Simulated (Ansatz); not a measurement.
Molecular dynamics of H₁₄SO₆

Input:

```yaml
accuracy: low
crystal:
  lattice:
    - [6.214465, 0.0, 0.0]
    - [0.0, 6.214465, 0.0]
    - [0.0, 0.0, 6.214465]
  atoms:
    - { symbol: O, position: [0.38118412, 0.69253636, 0.40483302] }
    - { symbol: H, position: [0.43895274, 0.83818371, 0.4358303] }
    - { symbol: H, position: [0.44644243, 0.64518508, 0.26870063] }
    - { symbol: O, position: [0.34652193, 0.50785909, 0.96260959] }
    - { symbol: H, position: [0.42954339, 0.39337999, 0.89464801] }
    - { symbol: H, position: [0.40776854, 0.65377023, 0.90909776] }
    - { symbol: O, position: [0.51034402, 0.87589883, 0.88381274] }
    - { symbol: H, position: [0.63204842, 0.8798689, 0.98854739] }
    - { symbol: H, position: [0.57040919, 0.92269475, 0.74153769] }
    - { symbol: O, position: [0.04007105, 0.52119628, 0.24054795] }
    - { symbol: H, position: [0.1481082, 0.59118716, 0.33972346] }
    - { symbol: H, position: [0.13732918, 0.49170643, 0.1147296] }
    - { symbol: O, position: [0.63519189, 0.03002388, 0.50516889] }
    - { symbol: H, position: [0.67957845, 0.17987836, 0.52898483] }
    - { symbol: H, position: [0.73052196, -0.0325546, 0.3884246] }
    - { symbol: O, position: [0.82994485, 0.85721685, 0.1717066] }
    - { symbol: H, position: [0.94103697, 0.95425514, 0.1184494] }
    - { symbol: H, position: [0.91319255, 0.7083462, 0.19783407] }
    - { symbol: S, position: [0.83118745, 0.51885452, 0.65533946] }
    - { symbol: H, position: [0.78269255, 0.58533071, 0.85781115] }
    - { symbol: H, position: [1.04204432, 0.48392303, 0.71082914] }
basis:
  ecutwfc: 420.0
kpoints:
  mp_grid: { grid: [1, 1, 1] }
hamiltonian:
  xc: lda
scf:
  occupations: { method: fermi_dirac, width: 0.02 }
  lower_state_search: "off"
md:
  timestep: 0.75
  n_steps: 300
  ensemble: nvt_langevin
  temperature: 1000.0
  initial_velocities: maxwell_boltzmann
  seed: 216001
  friction: 0.02
  masses: [{ species: H, mass: 2.014 }]
```

Command:

```bash
$ ansatz run input.yaml --threads 1 --pin off --max-ram 3072MiB --backend cpu --events-out ev --progress --plain --runs-dir out
```

It starts from a partly relaxed structure (largest force component 0.22 eV/Å).

Output, in part (step lines):

```
md step     0: t =     0.00 fs  T =   952.4 K  F+E_penalty+E_count = -4422.14460036 eV  E_kin = 2.585200 eV  (10 SCF iters)
md step     1: t =     0.75 fs  T =   906.4 K  F+E_penalty+E_count = -4422.06966436 eV  E_kin = 2.460251 eV  (9 SCF iters)
md step     2: t =     1.50 fs  T =   818.1 K  F+E_penalty+E_count = -4421.89597145 eV  E_kin = 2.220720 eV  (9 SCF iters)
md step     3: t =     2.25 fs  T =   760.1 K  F+E_penalty+E_count = -4421.68118946 eV  E_kin = 2.063347 eV  (8 SCF iters)
md step     4: t =     3.00 fs  T =   671.7 K  F+E_penalty+E_count = -4421.49710551 eV  E_kin = 1.823360 eV  (8 SCF iters)
md step     5: t =     3.75 fs  T =   651.7 K  F+E_penalty+E_count = -4421.40397730 eV  E_kin = 1.769066 eV  (6 SCF iters)
md step     6: t =     4.50 fs  T =   616.8 K  F+E_penalty+E_count = -4421.38710179 eV  E_kin = 1.674409 eV  (7 SCF iters)
md step     7: t =     5.25 fs  T =   666.6 K  F+E_penalty+E_count = -4421.39933946 eV  E_kin = 1.809568 eV  (7 SCF iters)
[... lines left out ...]
md step   300: t =   225.00 fs  T =  1125.9 K  F+E_penalty+E_count = -4419.67966264 eV  E_kin = 3.056116 eV  (9 SCF iters)
```

The steps, from the saved trajectory:

| time (fs) | T (K) | potential energy less start (eV) |
| --- | --- | --- |
| 0.0 | 952 | 0.000 |
| 7.5 | 503 | 0.936 |
| 15.0 | 487 | 1.246 |
| 22.5 | 454 | 1.476 |
| 30.0 | 520 | 1.284 |
| 37.5 | 697 | 1.394 |
| 45.0 | 747 | 1.864 |
| 52.5 | 741 | 1.902 |
| 60.0 | 670 | 2.079 |
| 67.5 | 641 | 2.294 |
| 75.0 | 683 | 2.103 |
| 82.5 | 815 | 2.232 |
| 90.0 | 654 | 2.584 |
| 97.5 | 565 | 2.577 |
| 105.0 | 833 | 2.394 |
| 112.5 | 685 | 2.304 |
| 120.0 | 1061 | 1.790 |
| 127.5 | 684 | 2.298 |
| 135.0 | 948 | 1.867 |
| 142.5 | 843 | 1.875 |
| 150.0 | 807 | 2.309 |
| 157.5 | 1083 | 2.420 |
| 165.0 | 990 | 2.636 |
| 172.5 | 1321 | 1.945 |
| 180.0 | 1114 | 2.722 |
| 187.5 | 1150 | 2.179 |
| 195.0 | 989 | 2.089 |
| 202.5 | 1043 | 1.997 |
| 210.0 | 1004 | 2.182 |
| 217.5 | 1309 | 2.175 |
| 225.0 | 1126 | 2.465 |

All steps were run. A run of 0.23 ps of so small a system gives no equilibrium averages. Limits of this set-up: coarse k mesh, low accuracy level.

Mean squared displacements from the first frame to the last, about the centre of mass: O 0.21 Å², H 0.64 Å², S 0.09 Å².

Last frame:

```xyz
21
Lattice="6.2145 0.0000 0.0000 0.0000 6.2145 0.0000 0.0000 0.0000 6.2145" Properties=species:S:1:pos:R:3
O 2.596 4.472 2.548
H 3.164 5.285 2.324
H 3.345 3.836 2.518
O 2.311 2.582 5.890
H 1.828 1.945 5.256
H 2.694 3.293 5.286
O 3.795 4.841 5.397
H 4.673 5.251 5.710
H 3.957 4.810 4.462
O 0.503 3.230 1.236
H 1.495 3.724 1.338
H 0.807 2.642 0.506
O 4.422 0.220 2.774
H 4.310 1.156 2.821
H 4.878 0.128 1.916
O 6.071 5.475 0.792
H 7.005 5.817 0.912
H 6.433 4.425 0.664
S 5.471 2.761 3.709
H 4.535 3.340 4.554
H 6.164 3.807 3.471
```

Time of the run: 3.8 min on 1 thread of Arm Neoverse V1 (shared host), peak memory 0.31 GiB.
